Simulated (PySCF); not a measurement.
**Ionisation energy of Ho³³⁺ by level of theory**

Ho³³⁺ [Ar] 3d10 4s2 4p4 [4p1/2^2 4p3/2^2, M_J = 2] → Ho³⁴⁺ [Ar] 3d10 4s2 4p3 [4p1/2^2 4p3/2^1, M_J = 3/2], as a difference of total energies. Calculation: PySCF 2.14, in an even-tempered Gaussian basis (17 s from 3.3 bohr⁻², ratio 2.8; 13 p from 4.3 bohr⁻², ratio 2.8; 8 d from 7.6 bohr⁻², ratio 2.8; 4 f from 21 bohr⁻², ratio 3); the two-component X2C-1e Hamiltonian. Correlated levels: [Ne] frozen; the 74 highest virtual spinors dropped. "Screened" scales the spin-orbit matrix elements by Boettger's factors to mimic the two-electron term; Breit and QED terms are absent.

**Question.** Order these methods by the ionisation energy they give, lowest first.
A. GHF (screened spin-orbit)
B. GMP2 (spin-free)
C. GMP2 (screened spin-orbit)
D. GHF (spin-free)

**Answer.** A (1391.0 eV), C (1391.9 eV), D (1401.0 eV), B (1402.4 eV).

Breit and QED terms and the two-electron picture change are absent.

The spin-free rows relax to the high-spin LS determinant and lack the spin-orbit shift.

The labels give the starting determinants; with spin-orbit coupling the two ends relaxed to ⟨J²⟩ = 6.00, ⟨L²⟩ = 3.20, ⟨S²⟩ = 1.46 and ⟨J²⟩ = 3.75, ⟨L²⟩ = 2.43, ⟨S²⟩ = 1.59.

For comparison: 1395 ± 5 eV (theoretical estimate listed by NIST; NIST Atomic Spectra Database, ionization energies).
